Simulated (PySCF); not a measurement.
B2Cl4, charge -1, doublet, geometry from GFN2-xTB (a state made from the parent by changing its charge; the spin is typed, not shown lowest); B3LYP/3-21G (PySCF).

The PySCF input:
```python
from pyscf import gto, scf, dft

mol = gto.M(
    atom='''
Cl   -1.642920   -1.653476   -0.117481
B    -0.778885   -0.075098   -0.063347
Cl   -1.924122    1.309551   -0.172628
B     0.778885    0.075098    0.063347
Cl    1.924122   -1.309551    0.172628
Cl    1.642920    1.653476    0.117481
''',
    basis='3-21g',
    charge=-1,
    spin=1,
    verbose=4,
    symmetry=True,
)

mf = dft.UKS(mol)
mf.xc = 'b3lyp'
mf.kernel()
mf.analyze()
```

Task: Write the output that PySCF gives for this input, abridged.

Result: 
```
PySCF version 2.14.0

[INPUT] verbose = 4
[INPUT] num. atoms = 6
[INPUT] num. electrons = 79
[INPUT] charge = -1
[INPUT] spin (= nelec alpha-beta = 2S) = 1
[INPUT] symmetry True subgroup None
[INPUT] Mole.unit = angstrom
[INPUT] Symbol           X                Y                Z      unit          X                Y                Z       unit  Magmom
[...]
nuclear repulsion = 422.075290706126
point group symmetry = D2h
symmetry origin: [-9.10952225e-17  0.00000000e+00 -1.13869028e-17]
symmetry axis x: [ 0.0820884  -0.01075733 -0.99656699]
symmetry axis y: [ 0.09446318 -0.99535598  0.0185253 ]
symmetry axis z: [0.9921382  0.0956596  0.08069101]
num. orbitals of irrep Ag = 15
num. orbitals of irrep B1g = 3
num. orbitals of irrep B2g = 5
num. orbitals of irrep B3g = 12
num. orbitals of irrep Au = 3
num. orbitals of irrep B1u = 15
num. orbitals of irrep B2u = 12
num. orbitals of irrep B3u = 5
number of shells = 38
number of NR pGTOs = 138
number of NR cGTOs = 70
basis = 3-21g
ecp = {}

******** <class 'pyscf.dft.uks_symm.SymAdaptedUKS'> ********
method = SymAdaptedUKS
initial guess = minao
damping factor = 0
level_shift factor = 0
DIIS = <class 'pyscf.scf.diis.CDIIS'>
diis_start_cycle = 1
diis_space = 8
diis_damp = 0
SCF conv_tol = 1e-09
SCF conv_tol_grad = None
SCF max_cycles = 50
direct_scf = True
direct_scf_tol = 1e-13
number electrons alpha = 40  beta = 39
XC library pyscf.dft.libxc version 7.1.2
    S. Lehtola, C. Steigemann, M. J. T. Oliveira, and M. A. L. Marques,  SoftwareX 7, 1–5 (2018)
XC functionals = b3lyp
    P. J. Stephens, F. J. Devlin, C. F. Chabalowski, and M. J. Frisch,  J. Phys. Chem. 98, 11623 (1994)
radial grids:
    Treutler-Ahlrichs [JCP 102, 346 (1995); DOI:10.1063/1.469408] (M4) radial grids

becke partition: Becke, JCP 88, 2547 (1988); DOI:10.1063/1.454033
pruning grids: <function nwchem_prune>
grids dens level: 3
symmetrized grids: True
atomic radii adjust function: <function treutler_atomic_radii_adjust>
small_rho_cutoff = 0
Freeze 0 electrons in irreps []
    79 free electrons in irreps Ag B1g B2g B3g Au B1u B2u B3u
Set gradient conv threshold to 3.16228e-05
tot grids = 103616
init E= -1881.01527962116

cycle= 1 E= -1881.59086125346  delta_E= -0.576  |g|= 0.236  |ddm|= 2.27
cycle= 2 E= -1881.5938996754  delta_E= -0.00304  |g|= 0.236  |ddm|= 0.786
cycle= 3 E= -1881.62320654511  delta_E= -0.0293  |g|= 0.0387  |ddm|= 0.47
cycle= 4 E= -1881.62425809463  delta_E= -0.00105  |g|= 0.00754  |ddm|= 0.12
cycle= 5 E= -1881.6243021914  delta_E= -4.41e-05  |g|= 0.000481  |ddm|= 0.0261
cycle= 6 E= -1881.6243026108  delta_E= -4.19e-07  |g|= 9.98e-05  |ddm|= 0.00258
cycle= 7 E= -1881.62430263105  delta_E= -2.02e-08  |g|= 1.41e-05  |ddm|= 0.00048
cycle= 8 E= -1881.62430263137  delta_E= -3.17e-10  |g|= 1.39e-06  |ddm|= 6.86e-05
Extra cycle  E= -1881.62430263137  delta_E= -1.82e-12  |g|= 6.98e-07  |ddm|= 6.67e-06
converged SCF energy = -1881.62430263137  <S^2> = 0.75156811  2S+1 = 2.0015675
**** SCF Summaries ****
Total Energy =                       -1881.624302631367073
Nuclear Repulsion Energy =             422.075290706125770
One-electron Energy =                -3454.273256411679995
Two-electron Energy =                 1150.573663074187380
Two-electron Coulomb Energy =         1271.927456894358102
DFT Exchange-Correlation Energy =     -121.353793820170694
Wave-function symmetry = B3u
alpha occupancy for each irrep:     Ag  B1g  B2g  B3g   Au  B1u  B2u  B3u
                                     9    2    2    7    2    8    7    3
beta  occupancy for each irrep:     Ag  B1g  B2g  B3g   Au  B1u  B2u  B3u
                                     9    2    2    7    2    8    7    2
**** MO energy ****
alpha MO #1 (B3g #1), energy= -100.646952807777 occ= 1
alpha MO #2 (B2u #1), energy= -100.646849004649 occ= 1
alpha MO #3 (B1u #1), energy= -100.646745924941 occ= 1
alpha MO #4 (Ag #1), energy= -100.646407717543 occ= 1
alpha MO #5 (B3g #2), energy= -9.2182359386641 occ= 1
alpha MO #6 (B2u #2), energy= -9.21771934183137 occ= 1
alpha MO #7 (B1u #2), energy= -9.2174068402578 occ= 1
alpha MO #8 (Ag #2), energy= -9.21611778786273 occ= 1
alpha MO #9 (B3g #3), energy= -6.98702110395172 occ= 1
alpha MO #10 (B2u #3), energy= -6.98699626198093 occ= 1
alpha MO #11 (B1u #3), energy= -6.98697346293166 occ= 1
alpha MO #12 (Ag #3), energy= -6.98687432606411 occ= 1
alpha MO #13 (Au #1), energy= -6.98083560561814 occ= 1
alpha MO #14 (B2g #1), energy= -6.98082575778323 occ= 1
alpha MO #15 (B3u #1), energy= -6.98073419205927 occ= 1
alpha MO #16 (B1g #1), energy= -6.98070873993011 occ= 1
alpha MO #17 (B3g #4), energy= -6.97940795335711 occ= 1
alpha MO #18 (B1u #4), energy= -6.97918458748718 occ= 1
alpha MO #19 (B2u #4), energy= -6.97901219594858 occ= 1
alpha MO #20 (Ag #4), energy= -6.97884846987676 occ= 1
alpha MO #21 (B1u #5), energy= -6.59434604449183 occ= 1
alpha MO #22 (Ag #5), energy= -6.59355372826629 occ= 1
alpha MO #23 (Ag #6), energy= -0.696931806881444 occ= 1
alpha MO #24 (B1u #6), energy= -0.687217550625411 occ= 1
alpha MO #25 (B2u #5), energy= -0.656475554161138 occ= 1
alpha MO #26 (B3g #5), energy= -0.648095155260066 occ= 1
alpha MO #27 (Ag #7), energy= -0.367846956095988 occ= 1
alpha MO #28 (B1u #7), energy= -0.308426027195325 occ= 1
alpha MO #29 (B2u #6), energy= -0.259947719229538 occ= 1
alpha MO #30 (Ag #8), energy= -0.254339055375938 occ= 1
alpha MO #31 (B3g #6), energy= -0.223821419767183 occ= 1
alpha MO #32 (B3u #2), energy= -0.221233563824929 occ= 1
alpha MO #33 (B2g #2), energy= -0.194792304093625 occ= 1
alpha MO #34 (B1u #8), energy= -0.173804983409506 occ= 1
alpha MO #35 (B1g #2), energy= -0.164662915138679 occ= 1
alpha MO #36 (Au #2), energy= -0.159418632882829 occ= 1
alpha MO #37 (B2u #7), energy= -0.150039532639789 occ= 1
alpha MO #38 (Ag #9), energy= -0.137524762061456 occ= 1
alpha MO #39 (B3g #7), energy= -0.132724876878046 occ= 1
alpha MO #40 (B3u #3), energy= -0.0101352338937496 occ= 1
alpha MO #41 (B2g #3), energy= 0.199153386013835 occ= 0
[...]
alpha MO #47 (B3u #4), energy= 0.588223041329589 occ= 0
alpha MO #48 (B2u #9), energy= 0.599218776720558 occ= 0
alpha MO #49 (Ag #11), energy= 0.630337669644464 occ= 0
alpha MO #50 (Ag #12), energy= 0.639999885318686 occ= 0
alpha MO #51 (B1u #11), energy= 0.667317683107549 occ= 0
alpha MO #52 (B2g #4), energy= 0.677690599274139 occ= 0
alpha MO #53 (B3g #9), energy= 0.677699433226716 occ= 0
alpha MO #54 (B2u #10), energy= 0.706400999216946 occ= 0
alpha MO #55 (B1u #12), energy= 0.737563920779813 occ= 0
alpha MO #56 (Ag #13), energy= 0.739716796778156 occ= 0
alpha MO #57 (B1g #3), energy= 0.747836419229671 occ= 0
alpha MO #58 (B3u #5), energy= 0.77547311132694 occ= 0
alpha MO #59 (Ag #14), energy= 0.777904129716769 occ= 0
alpha MO #60 (Au #3), energy= 0.792498828377963 occ= 0
alpha MO #61 (B1u #13), energy= 0.793348390836965 occ= 0
alpha MO #62 (B2u #11), energy= 0.803527997927189 occ= 0
alpha MO #63 (B2g #5), energy= 0.81329154935506 occ= 0
alpha MO #64 (B3g #10), energy= 0.865885115087619 occ= 0
alpha MO #65 (Ag #15), energy= 0.928986112711565 occ= 0
alpha MO #66 (B3g #11), energy= 0.956106109779248 occ= 0
alpha MO #67 (B1u #14), energy= 1.02841528584979 occ= 0
alpha MO #68 (B2u #12), energy= 1.08804499501812 occ= 0
alpha MO #69 (B3g #12), energy= 1.10537965432727 occ= 0
alpha MO #70 (B1u #15), energy= 1.2964024031652 occ= 0
beta  MO #1 (B3g #1), energy= -100.646590386334 occ= 1
beta  MO #2 (B2u #1), energy= -100.64648657458 occ= 1
beta  MO #3 (B1u #1), energy= -100.64638350809 occ= 1
beta  MO #4 (Ag #1), energy= -100.646045305933 occ= 1
beta  MO #5 (B3g #2), energy= -9.21789631308683 occ= 1
beta  MO #6 (B2u #2), energy= -9.21737886347731 occ= 1
beta  MO #7 (B1u #2), energy= -9.21706649684156 occ= 1
beta  MO #8 (Ag #2), energy= -9.21577628783798 occ= 1
beta  MO #9 (B3g #3), energy= -6.9870125568541 occ= 1
beta  MO #10 (B2u #3), energy= -6.98698770454814 occ= 1
beta  MO #11 (B1u #3), energy= -6.98696476238847 occ= 1
beta  MO #12 (Ag #3), energy= -6.98686544564162 occ= 1
beta  MO #13 (Au #1), energy= -6.97951592299926 occ= 1
beta  MO #14 (B2g #1), energy= -6.97950615111336 occ= 1
beta  MO #15 (B3u #1), energy= -6.97941422283117 occ= 1
beta  MO #16 (B1g #1), energy= -6.97938879536414 occ= 1
beta  MO #17 (B3g #4), energy= -6.97920440172446 occ= 1
beta  MO #18 (B1u #4), energy= -6.97898092884207 occ= 1
beta  MO #19 (B2u #4), energy= -6.97880885245905 occ= 1
beta  MO #20 (Ag #4), energy= -6.97864498848925 occ= 1
beta  MO #21 (B1u #5), energy= -6.59008956473912 occ= 1
beta  MO #22 (Ag #5), energy= -6.58928317104037 occ= 1
beta  MO #23 (Ag #6), energy= -0.692927714840177 occ= 1
beta  MO #24 (B1u #6), energy= -0.684151980701102 occ= 1
beta  MO #25 (B2u #5), energy= -0.654216337108772 occ= 1
beta  MO #26 (B3g #5), energy= -0.645885874597758 occ= 1
beta  MO #27 (Ag #7), energy= -0.35068808341887 occ= 1
beta  MO #28 (B1u #7), energy= -0.302961594384262 occ= 1
beta  MO #29 (B2u #6), energy= -0.2574034537419 occ= 1
beta  MO #30 (Ag #8), energy= -0.250104246140778 occ= 1
beta  MO #31 (B3g #6), energy= -0.222462975540751 occ= 1
beta  MO #32 (B3u #2), energy= -0.205777143553717 occ= 1
beta  MO #33 (B2g #2), energy= -0.186846984646133 occ= 1
beta  MO #34 (B1u #8), energy= -0.172819195493859 occ= 1
beta  MO #35 (B1g #2), energy= -0.158409236143249 occ= 1
beta  MO #36 (Au #2), energy= -0.153523588890905 occ= 1
beta  MO #37 (B2u #7), energy= -0.149357405010755 occ= 1
beta  MO #38 (B3g #7), energy= -0.131926838953693 occ= 1
beta  MO #39 (Ag #9), energy= -0.131034042269937 occ= 1
beta  MO #40 (B3u #3), energy= 0.0787017794795885 occ= 0
beta  MO #41 (B2u #8), energy= 0.236394954008717 occ= 0
beta  MO #42 (B2g #3), energy= 0.240879755687023 occ= 0
beta  MO #43 (B1u #9), energy= 0.264248839991848 occ= 0
beta  MO #44 (Ag #10), energy= 0.271464405280289 occ= 0
beta  MO #45 (B3g #8), energy= 0.415469609052671 occ= 0
beta  MO #46 (B1u #10), energy= 0.468218321310395 occ= 0
beta  MO #47 (B2u #9), energy= 0.601585143043207 occ= 0
beta  MO #48 (B3u #4), energy= 0.614135778632086 occ= 0
beta  MO #49 (Ag #11), energy= 0.633548917684303 occ= 0
beta  MO #50 (Ag #12), energy= 0.643090018427725 occ= 0
beta  MO #51 (B1u #11), energy= 0.671863034066464 occ= 0
beta  MO #52 (B3g #9), energy= 0.680166625583991 occ= 0
beta  MO #53 (B2g #4), energy= 0.697207771803317 occ= 0
beta  MO #54 (B2u #10), energy= 0.707538266102884 occ= 0
beta  MO #55 (B1u #12), energy= 0.738924733424899 occ= 0
beta  MO #56 (Ag #13), energy= 0.741016085188839 occ= 0
beta  MO #57 (B1g #3), energy= 0.750851027979129 occ= 0
beta  MO #58 (Ag #14), energy= 0.779421079325605 occ= 0
beta  MO #59 (B3u #5), energy= 0.78363708098606 occ= 0
beta  MO #60 (Au #3), energy= 0.795091028078316 occ= 0
beta  MO #61 (B1u #13), energy= 0.795648000951249 occ= 0
beta  MO #62 (B2u #11), energy= 0.805307727173726 occ= 0
beta  MO #63 (B2g #5), energy= 0.821484100947526 occ= 0
beta  MO #64 (B3g #10), energy= 0.866518406201228 occ= 0
beta  MO #65 (Ag #15), energy= 0.948263750083784 occ= 0
beta  MO #66 (B3g #11), energy= 0.956307675405682 occ= 0
beta  MO #67 (B1u #14), energy= 1.03218274488376 occ= 0
beta  MO #68 (B2u #12), energy= 1.09019407811513 occ= 0
beta  MO #69 (B3g #12), energy= 1.10729862381088 occ= 0
beta  MO #70 (B1u #15), energy= 1.30941526353248 occ= 0
 ** Mulliken pop alpha/beta on meta-lowdin orthogonal AOs **
 ** Mulliken pop       alpha | beta **
In total            40.00000 | 39.00000
 ** Mulliken atomic charges   ( Nelec_alpha | Nelec_beta ) **
charge of  0Cl =     -0.18807  (     8.61636      8.57171 )
charge of  1B =     -0.12386  (     2.76728      2.35658 )
charge of  2Cl =     -0.18807  (     8.61636      8.57171 )
charge of  3B =     -0.12386  (     2.76728      2.35658 )
charge of  4Cl =     -0.18807  (     8.61636      8.57171 )
charge of  5Cl =     -0.18807  (     8.61636      8.57171 )

WARN: System has nonzero charge -1; the dipole moment is origin-dependent.
Location of origin: [0. 0. 0.]

Dipole moment(X, Y, Z, Debye):  0.00000, -0.00000,  0.00000
```
